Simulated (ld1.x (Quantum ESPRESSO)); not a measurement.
Before and after: TM potential for Te (Z = 52)

- Element: tellurium
- Generator: ld1.x (Quantum ESPRESSO) 7.5
- Type: norm-conserving Troullier–Martins (Kleinman–Bylander form)
- Functional: PBEsol
- Relativity: scalar-relativistic
- Frozen core: [Kr] 4d10
- Valence charge: 6
- Reference configuration: 5s1.75 5p4.25
- Partial waves: 5p (bound): rc 1.55 bohr; 5d channel at 0.2 Ry: rc 1.90 bohr; 5s (bound): rc 1.80 bohr
- Local potential: the s channel
- Core correction: none

All-electron outer shells of the reference configuration (PBEsol, scalar-relativistic, ld1.x):

| shell | level (eV) | outermost node (bohr) | outermost maximum (bohr) |
| --- | --- | --- | --- |
| 4p | -114.59 | 0.38 | 0.74 |
| 4d | -41.93 | 0.36 | 0.81 |
| 5s | -15.34 | 0.91 | 1.80 |
| 5p | -6.11 | 1.00 | 2.17 |

Change: local potential the p channel.

Cutoffs: the cutoffs (Ry, on a coarse ladder) from which the occupation-weighted sum of valence levels, in a spherical-Bessel basis at the reference potential, stays within 10 and 1 mRy of its value at 400 Ry; they do not see the model core or the augmentation charge, which bear on the density cutoff. Errors are all-electron minus pseudo energies relative to the spin-unpolarised reference configuration.

Predict the effect on cutoff, ghosts and configuration errors.

The potential gets neither clearly harder nor softer (50 Ry and 120 Ry → 50 Ry and 120 Ry); the bound ghosts move from d, p to d, s; of the 7 tests that both files solve, the error grows in 2 and shrinks in 3 by more than 15 % and 0.3 meV (median size 2.5 → 2.4 meV); the range in which the p phases agree narrows (upper end at the end of the scan → 0.8). In the separable form a ghost depends on how the local part lies against the semilocal potential of the channel, so the choice of the local part can create or remove one.

```tsv
quantity	base	changed
cutoff, loose	50 Ry	50 Ry
cutoff, tight	120 Ry	120 Ry
bound ghosts	p, d	s, d
error for 5s2 5p4, meV [ΔE -2.30 eV]	+1.5	+1.7
error for 5s2 5p3, meV [ΔE 7.45 eV]	-2.5	-0.9
error for 5s2 5p2, meV [ΔE 25.42 eV]	-19	-9.2
error for 5s2 5p1, meV [ΔE 52.38 eV]	-56	-39
error for 5s2 5p3.5, meV [ΔE 1.60 eV]	+0.4	+0.6
error for 5s2 5p4.3, meV [ΔE -3.77 eV]	+1.6	+2.4
error for 5s1 5p4, meV [ΔE 17.32 eV]	+9.2	+24
s: phases at 2.05 bohr within 0.05 rad from the reference energy up to (Ry; the scan ends near 5)	4.2	to the end of the scan
p: phases at 2.05 bohr within 0.05 rad from the reference energy up to (Ry; the scan ends near 5)	to the end of the scan	0.8
d: phases at 2.05 bohr within 0.05 rad from the reference energy up to (Ry; the scan ends near 5)	1.3	1.6
```

 A true bound ghost makes a file unfit for plane-wave use even where its test errors are small: the radial tests pick states by their node count and pass the ghost by.
